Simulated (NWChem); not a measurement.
CH3ClSi, singlet; SMILES C[Si]Cl

Results from NWChem. Pople sets run with spherical d functions. Low-valent species are run as closed-shell singlets; no triplet was tried in these runs. Structure relaxed at the PBE0/def2-SVP level. Level r2SCAN/6-31G*: energy and gradient on several grids; changes count from the extra-fine grid, which is no exact limit either.

| grid | size of the energy change (μHa) | largest change of a gradient component (μHa/bohr) | time, medium = 1 (rough) |
|---|---|---|---|
| xcoarse | 2000 | 800 | about 1 |
| coarse | 10 | 100 | about 1 |
| medium | 30 | 60 | about 1 |
| fine | < 10 | < 30 | about 1 |
| xfine | < 10 | < 30 | 2 |
